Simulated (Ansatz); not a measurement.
Computed with Ansatz.

A structure relaxed at PBE0-D4/def2-TZVP, charge 0, multiplicity 1:

```tsv
atom	x (Å)	y (Å)	z (Å)
C1	2.127	-0.330	-0.213
O2	1.106	-0.562	0.734
Ge3	-0.597	-0.559	0.260
O4	-1.441	-1.258	1.636
Si5	-1.546	1.550	-0.310
Cl6	-0.742	-1.899	-1.443
H7	2.066	0.677	-0.644
H8	2.099	-1.060	-1.028
H9	3.083	-0.421	0.306
H10	-0.980	-2.022	1.994
H11	-2.946	1.329	-0.740
H12	-1.487	2.444	0.872
H13	-0.744	2.113	-1.424
```

(1) Give its formula and SMILES.

(2) Point group (tolerance 0.08 Å, 0.16 Å for H)?

(3) Summarise the bond lengths by kind.

Answers

(1) CH7ClGeO2Si, `C[O][Ge]([OH])([SiH3])[Cl]`.

(2) C1.

(3) 1 × C–O 1.412 Å; 3 × C–H 1.092 to 1.097 Å; 2 × Ge–O 1.758 to 1.767 Å; 1 × Ge–Si 2.382 Å; 1 × Cl–Ge 2.172 Å; 1 × H–O 0.962 Å; 3 × H–Si 1.482 to 1.484 Å.
